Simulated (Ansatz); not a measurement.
Steps of a relaxation of ClFGeH₄SSi (`F[SiH](Cl)[S][GeH3]`) with RKS PBE0-D4/def2-TZVP.

```sh
$ ansatz run in.yaml --threads 4 --pin off --events-out ev --progress --plain --max-ram 10444MiB
```

```yaml
crystal:
  periodic: [false, false, false]
  atoms:
    - {symbol: F, position_ang: [2.867696, -1.208583, -0.521820]}
    - {symbol: Si, position_ang: [1.574558, -0.402426, 0.051351]}
    - {symbol: Cl, position_ang: [2.105750, 1.588524, 0.242003]}
    - {symbol: S, position_ang: [0.007293, -0.674680, -1.365989]}
    - {symbol: Ge, position_ang: [-1.657801, 0.255595, -0.137640]}
    - {symbol: H, position_ang: [1.244880, -0.917938, 1.414856]}
    - {symbol: H, position_ang: [-1.798827, -0.515861, 1.199153]}
    - {symbol: H, position_ang: [-2.911385, 0.081001, -1.022253]}
    - {symbol: H, position_ang: [-1.343463, 1.748069, 0.123238]}
basis:
  gaussian: {orbitals: def2-TZVP}
hamiltonian: {xc: pbe0, dispersion: d4}
relax: {f_tol: 0.005, max_steps: 150}
```

Positions (Å) and forces (eV/Å) along the path, 14 of 16 steps:

```xyz
9
step=1 energy=-90522.0128 eV
F     2.868   -1.209   -0.522   -1.059    0.682    0.487
Si    1.575   -0.402    0.051    0.665   -0.309   -0.492
Cl    2.106    1.589    0.242   -0.122   -0.562   -0.025
S     0.007   -0.675   -1.366    0.141    0.202    0.574
Ge   -1.658    0.256   -0.138    0.080   -0.038   -0.055
H     1.245   -0.918    1.415    0.105    0.131   -0.339
H    -1.799   -0.516    1.199    0.039    0.121   -0.223
H    -2.911    0.081   -1.022    0.197    0.019    0.130
H    -1.343    1.748    0.123   -0.044   -0.245   -0.058
9
step=2 energy=-90522.0636 eV
F     2.838   -1.187   -0.518   -0.647    0.372    0.270
Si    1.552   -0.398    0.047    0.613   -0.388   -0.254
Cl    2.087    1.560    0.253   -0.009    0.002    0.004
S     0.003   -0.671   -1.348    0.035    0.023    0.090
Ge   -1.643    0.255   -0.136    0.017   -0.021   -0.027
H     1.237   -0.906    1.399    0.001    0.003   -0.084
H    -1.772   -0.511    1.189   -0.006    0.030   -0.018
H    -2.886    0.076   -1.014    0.014    0.003    0.025
H    -1.327    1.736    0.112   -0.017   -0.024   -0.007
9
step=4 energy=-90522.0750 eV
F     2.822   -1.177   -0.524    0.035   -0.029   -0.019
Si    1.562   -0.403    0.047   -0.010    0.014    0.000
Cl    2.089    1.555    0.267   -0.004    0.019    0.011
S     0.007   -0.668   -1.340    0.001    0.001    0.018
Ge   -1.642    0.257   -0.138   -0.005    0.003   -0.008
H     1.248   -0.923    1.390   -0.013   -0.011   -0.001
H    -1.774   -0.491    1.196    0.005    0.004    0.001
H    -2.882    0.063   -1.014   -0.008   -0.002    0.006
H    -1.341    1.741    0.098   -0.001    0.000   -0.009
9
step=5 energy=-90522.0756 eV
F     2.823   -1.172   -0.525    0.033   -0.026   -0.018
Si    1.558   -0.406    0.047   -0.014   -0.003   -0.001
Cl    2.080    1.552    0.281   -0.001    0.028    0.011
S     0.007   -0.666   -1.345    0.003    0.005    0.014
Ge   -1.639    0.260   -0.141    0.013   -0.003    0.007
H     1.241   -0.935    1.385   -0.008   -0.010    0.001
H    -1.754   -0.478    1.200   -0.002    0.005    0.000
H    -2.885    0.053   -1.004   -0.019   -0.006   -0.003
H    -1.343    1.746    0.083   -0.004    0.009   -0.011
9
step=6 energy=-90522.0793 eV
F     2.839   -1.135   -0.546   -0.052    0.033    0.027
Si    1.543   -0.433    0.046   -0.008   -0.045    0.033
Cl    2.004    1.522    0.420   -0.012   -0.056   -0.012
S     0.015   -0.648   -1.381    0.022    0.041    0.044
Ge   -1.614    0.290   -0.159   -0.036   -0.004    0.116
H     1.199   -1.056    1.342    0.058    0.025   -0.063
H    -1.613   -0.351    1.247    0.001    0.078   -0.155
H    -2.903   -0.042   -0.923    0.050    0.007    0.029
H    -1.381    1.806   -0.064   -0.024   -0.078   -0.019
9
step=7 energy=-90522.0820 eV
F     2.843   -1.121   -0.559   -0.038    0.015    0.024
Si    1.541   -0.449    0.050   -0.033    0.006    0.046
Cl    1.979    1.503    0.470   -0.005   -0.059   -0.004
S     0.016   -0.634   -1.384    0.025    0.012    0.006
Ge   -1.613    0.305   -0.167   -0.042   -0.013    0.130
H     1.204   -1.104    1.333    0.057    0.019   -0.072
H    -1.563   -0.298    1.257   -0.024    0.090   -0.170
H    -2.909   -0.077   -0.898    0.089    0.021    0.055
H    -1.409    1.828   -0.119   -0.029   -0.091   -0.016
9
step=8 energy=-90522.0854 eV
F     2.852   -1.092   -0.598   -0.063    0.023    0.046
Si    1.541   -0.477    0.056    0.039    0.050    0.085
Cl    1.948    1.460    0.583   -0.023   -0.096   -0.030
S     0.023   -0.610   -1.388    0.017   -0.009    0.005
Ge   -1.608    0.331   -0.178   -0.182    0.042    0.125
H     1.233   -1.202    1.308    0.035    0.020   -0.103
H    -1.510   -0.170    1.284    0.001    0.065   -0.217
H    -2.912   -0.153   -0.850    0.182    0.064    0.100
H    -1.480    1.866   -0.234   -0.007   -0.158   -0.010
9
step=9 energy=-90522.0888 eV
F     2.849   -1.084   -0.598   -0.048    0.016    0.040
Si    1.536   -0.479    0.060    0.028    0.011    0.029
Cl    1.934    1.453    0.597   -0.014   -0.047   -0.004
S     0.020   -0.606   -1.387    0.024   -0.022   -0.014
Ge   -1.611    0.338   -0.179   -0.060    0.018    0.065
H     1.235   -1.219    1.304    0.021    0.022   -0.076
H    -1.483   -0.158    1.277   -0.030    0.062   -0.123
H    -2.911   -0.160   -0.836    0.105    0.047    0.073
H    -1.481    1.868   -0.256   -0.026   -0.107    0.009
9
step=10 energy=-90522.0918 eV
F     2.853   -1.063   -0.599   -0.004    0.010    0.019
Si    1.529   -0.486    0.059   -0.010   -0.025    0.004
Cl    1.891    1.442    0.630    0.003   -0.011    0.002
S     0.020   -0.615   -1.395    0.015    0.005    0.008
Ge   -1.598    0.345   -0.181   -0.048    0.002    0.007
H     1.230   -1.252    1.284    0.019    0.012   -0.032
H    -1.453   -0.116    1.280   -0.008    0.025   -0.048
H    -2.902   -0.171   -0.805    0.042    0.023    0.037
H    -1.481    1.871   -0.289   -0.009   -0.043    0.001
9
step=11 energy=-90522.0931 eV
F     2.858   -1.052   -0.602    0.003    0.000   -0.003
Si    1.528   -0.494    0.060    0.004   -0.002    0.018
Cl    1.880    1.426    0.662   -0.002   -0.001    0.003
S     0.022   -0.609   -1.397    0.001   -0.005   -0.017
Ge   -1.598    0.353   -0.186   -0.007    0.006    0.011
H     1.237   -1.282    1.271    0.003    0.000   -0.006
H    -1.434   -0.076    1.280    0.003    0.003    0.000
H    -2.902   -0.187   -0.780   -0.003   -0.002    0.000
H    -1.501    1.875   -0.324   -0.002    0.002   -0.005
9
step=12 energy=-90522.0936 eV
F     2.862   -1.029   -0.611   -0.004    0.008    0.006
Si    1.523   -0.508    0.062    0.015    0.018    0.011
Cl    1.845    1.403    0.719    0.000   -0.036   -0.009
S     0.023   -0.603   -1.402    0.004    0.000   -0.011
Ge   -1.593    0.367   -0.190   -0.015    0.001    0.002
H     1.241   -1.336    1.248    0.003    0.010    0.001
H    -1.389   -0.008    1.286   -0.007    0.008   -0.021
H    -2.897   -0.219   -0.742    0.009    0.013    0.015
H    -1.526    1.886   -0.387   -0.004   -0.021    0.007
9
step=13 energy=-90522.0938 eV
F     2.862   -1.032   -0.609   -0.003    0.001   -0.001
Si    1.524   -0.506    0.062    0.011    0.001    0.012
Cl    1.853    1.403    0.713   -0.001   -0.003   -0.005
S     0.024   -0.602   -1.403   -0.003    0.001   -0.006
Ge   -1.595    0.364   -0.192   -0.002    0.004    0.005
H     1.242   -1.326    1.253   -0.004   -0.001   -0.004
H    -1.395   -0.017    1.282   -0.001    0.002   -0.001
H    -2.901   -0.213   -0.744    0.003   -0.003   -0.001
H    -1.526    1.883   -0.379    0.001   -0.003    0.000
9
step=14 energy=-90522.0938 eV
F     2.862   -1.033   -0.609   -0.002    0.000    0.000
Si    1.525   -0.506    0.062    0.006    0.000    0.000
Cl    1.855    1.403    0.712    0.000    0.000    0.002
S     0.025   -0.600   -1.402   -0.002   -0.001   -0.002
Ge   -1.595    0.365   -0.191    0.002    0.000   -0.001
H     1.242   -1.328    1.252   -0.002    0.002    0.000
H    -1.398   -0.015    1.283    0.002   -0.001    0.002
H    -2.900   -0.216   -0.744   -0.003   -0.001   -0.001
H    -1.528    1.883   -0.379    0.000    0.001   -0.001
9
step=16 energy=-90522.0938 eV
F     2.861   -1.038   -0.606    0.002   -0.001   -0.001
Si    1.524   -0.505    0.062   -0.004    0.003    0.001
Cl    1.861    1.401    0.716    0.000   -0.002   -0.001
S     0.028   -0.591   -1.408    0.000    0.003    0.000
Ge   -1.594    0.365   -0.192    0.000   -0.003    0.001
H     1.231   -1.326    1.250    0.002   -0.001    0.001
H    -1.386   -0.012    1.282    0.000    0.001   -0.001
H    -2.898   -0.224   -0.738    0.000    0.001    0.000
H    -1.537    1.884   -0.382    0.001    0.000   -0.001
```

It took 82 s on 4 threads of an Arm Neoverse V1 on a shared host, with 0.77 GiB of host memory at the peak.
